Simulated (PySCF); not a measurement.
**Ionising SnBr**

LC-ωPBE; Sn def2-SVP with ECP28, Br def2-SVP; scalar-relativistic core potentials (PySCF 2.14). Neutral (UKS): doublet (π ↑), Re = 2.514 Å, ωe = 256 cm⁻¹, De = 3.25 eV, HOMO -7.39 eV, LUMO -1.11 eV.

SnBr⁺ (UKS): singlet (closed shell), Re = 2.395 Å, ωe = 316 cm⁻¹, De = 3.46 eV to Sn⁺ + Br. The energies at the minima are -2787.83711 hartree for SnBr and -2787.57348 for SnBr⁺.

**Question.** Work out the adiabatic ionisation energy, without and with harmonic zero-point energies (1 hartree = 27.2114 eV, 1 eV = 8065.5 cm⁻¹), and the change of the bond length.

**Answer.** At LC-ωPBE: 0.26363 hartree = 7.174 eV between the minima; the zero-point term (316.0 − 256.0)/2 cm⁻¹ = +0.004 eV makes it 7.177 eV. Re changes by -11.9 pm against the neutral. The electron leaves a π orbital, and the shorter bond of the ion fits an antibonding orbital, or a change in how ionic the bond is.

These are scalar-relativistic numbers at best; spin–orbit coupling would shift them, the dissociation energy most. For an ion De counts to the pair picked by the measured ionisation energies or electron affinities, which need not be the lowest pair at this level. States were picked by a PBE0 search and need not be the measured ground states.
